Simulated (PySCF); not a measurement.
A calculated (LDA, PySCF 2.14, ANO-RCC-VTZP, the spin-free X2C one-electron Hamiltonian (Gaussian nucleus)) atom or ion has these occupied shells.

```
shell  electrons  orbital energy (eV)  rms radius, mean of both spins (bohr)
 1s α          1              -659.14                                  0.206
 1s β          1              -658.29                                  0.206
 2s α          1              -30.455                                   1.12
 2s β          1              -28.640                                   1.12
 2p α          3              -12.067                                   1.29
 2p β          2              -10.366                                   1.29
```

Problem. Name the element and its charge.

Solution. F (fluorine, neutral), in [He] 2s2 2p5, 2P determinant.
